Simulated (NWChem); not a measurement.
A series in which one site is exchanged, each optimised at PBE0/def2-SVP with NWChem, gas phase unless a solvent is named. This build's default masses of Se (78.918 u) and Br (79.917 u) are each other's, which moves their modes by up to 0.6 %. For some, no frequency run checked for a minimum. def2 effective core potentials on Cd; no spin-orbit coupling.

A: S[SeH] (H2SeS; site = S)
B: [MgH][SeH] (MgH2Se; site = Mg)
C: [ZnH][SeH] (ZnH2Se; site = Zn)
D: [SeH][CdH] (CdH₂Se; site = Cd)

Q: Rank them by vertical ionisation energy, ΔSCF, PBE0/def2-SVP (eV), lowest first.

A: D (8.98), B (9.07), C (9.18), A (9.56)
